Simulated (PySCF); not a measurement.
Frontier orbitals and the lowest excitations

Compound: cis-Ti(NH3)2Br4 (singlet state).
Structure used (PBE0-D3(BJ)/def2-SVP), in Å, numbered top down from 1:
```
atom  x, y, z in Å
Ti1   -0.7051    0.0225   -0.7134
N2    -0.5415   -0.0280    1.5398
H3    -0.0842    0.8002    1.9211
H4    -0.1076   -0.8796    1.8961
H5    -1.5093   -0.0194    1.8660
Br6   -0.4537    0.0922   -3.0694
N7     1.5474   -0.0268   -0.5261
H8     1.8875   -0.1320   -1.4833
H9     1.8977   -0.8219    0.0078
H10    1.9225    0.8485   -0.1596
Br11  -3.0651    0.0639   -0.4878
Br12  -0.3474    2.4260   -0.3300
Br13  -0.4105   -2.3977   -0.4389
```

Level of theory: TDDFT wB97X-D/def2-SVPD, vertical, gas phase, core orbitals frozen in the response in PySCF. Relativistic effects, spin–orbit coupling among them, are left out although an element past zinc is present.

Frontier orbitals with the atoms that hold most of them (Löwdin shares over 4%, at most four atoms; ? is withheld):

```
orbital  ε (eV)                                  atoms
 LUMO+2   -1.75     Ti1 77%, Br13 6%, Br12 6%, Br11 4%
 LUMO+1   -1.79               Ti1 79%, Br6 9%, Br11 8%
   LUMO   -1.80      Ti1 79%, Br13 5%, Br12 5%, Br6 5%
   HOMO   -9.40                                      ?
 HOMO-1   -9.44                                      ?
 HOMO-2   -9.69  Br11 28%, Br6 28%, Br13 22%, Br12 18%
 HOMO-3   -9.85                     Br13 43%, Br12 40%
```

Task: Which atoms hold the HOMO-1, and with what shares?

Result: Br12 (bonded to Ti) 30%; Br13 (bonded to Ti) 26%; Br11 (bonded to Ti) 21%; Br6 (bonded to Ti) 20%.

Task: Which atoms hold the HOMO, and with what shares?

Result: Br12 (bonded to Ti) 27%; Br6 (bonded to Ti) 25%; Br11 (bonded to Ti) 24%; Br13 (bonded to Ti) 21%.

Task: How does S1 compare with the orbital gap of 7.59 eV?

Result: S1 is at 2.98 eV (f = 0.0000), 4.61 eV below the gap, made of HOMO→LUMO+1 (98%). 

For S1 the Löwdin share of titanium is at most 3% in HOMO and 79% in LUMO+1 (ligand-to-metal charge transfer by this measure).

Next come S2 at 3.01 eV (f 0.0001), HOMO-1→LUMO+1 (96%); S3 at 3.04 eV (f 0.0031), HOMO-1→LUMO (84%), HOMO-2→LUMO+1 (9%); S4 at 3.09 eV (f 0.0003), HOMO→LUMO+2 (87%); S5 at 3.11 eV (f 0.0001), HOMO-1→LUMO+2 (54%), HOMO→LUMO (45%).

Orbitals of the list HOMO-3 to LUMO+2 that lie within 0.01 eV of each other are written together with a slash and their weights summed (≥ marks a lower bound); for degenerate orbitals outside that list single weights are arbitrary.
